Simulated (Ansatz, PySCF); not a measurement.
Gas-phase reaction in SMILES: CCCC=O → [CH2]CC + [CH]=O (the C-C bond at the site shown breaks; other sites are not compared here)
Structures are relaxed separately at B3LYP-D3(BJ)/def2-TZVP in Ansatz (a first-principles code), one conformer each, not searched for the lowest. Frequencies are from Ansatz or PySCF.
Geometry of the first species:
```xyz
13

C     -2.2944    -0.2512    -0.0681
C     -0.8848     0.3219    -0.1779
C      0.1826    -0.6725     0.2562
C      1.5963    -0.1668     0.1711
O      1.9164     0.9312    -0.2043
H     -2.4117    -1.1390    -0.6944
H     -3.0416     0.4783    -0.3841
H     -2.5264    -0.5400     0.9600
H     -0.7969     1.2255     0.4291
H     -0.6836     0.6339    -1.2050
H      0.0238    -1.0043     1.2911
H      0.1368    -1.5945    -0.3389
H      2.3708    -0.8981     0.4895
```

Property: bond dissociation energy (enthalpy at 298 K, with B3LYP-D3(BJ) rigid-rotor harmonic-oscillator terms), in kcal/mol. Cores are frozen in the correlated levels unless marked. Open shells are spin-unrestricted. No spin-orbit coupling. Non-relativistic. CBS marks a two-point X^-3 extrapolation of the correlation energy; Hartree-Fock from the larger set. [CCSD(T)-MP2]/basis is that difference in the basis named.

| level | program | bond dissociation energy (kcal/mol) |
|---|---|---|
| revPBE-D4/def2-TZVPD | Ansatz + dftd4 | 79.6 |
| BHLYP/def2-TZVPD | Ansatz | … |
| r2SCAN0-D4/def2-TZVPD | Ansatz + dftd4 | … |
| HSE06/def2-TZVPD | Ansatz | … |
| B2PLYP/def2-TZVPD | Ansatz | 79.5 |
| RI-MP2/CBS(cc-pVTZ,cc-pVQZ)+[CCSD(T)-MP2]/cc-pVTZ | Ansatz | 85.0 |

**Question.** What belongs in the gaps?

**Answer.** 
- BHLYP/def2-TZVPD, bond dissociation energy (kcal/mol): 77.2
- r2SCAN0-D4/def2-TZVPD, bond dissociation energy (kcal/mol): 78.5
- HSE06/def2-TZVPD, bond dissociation energy (kcal/mol): 81.5
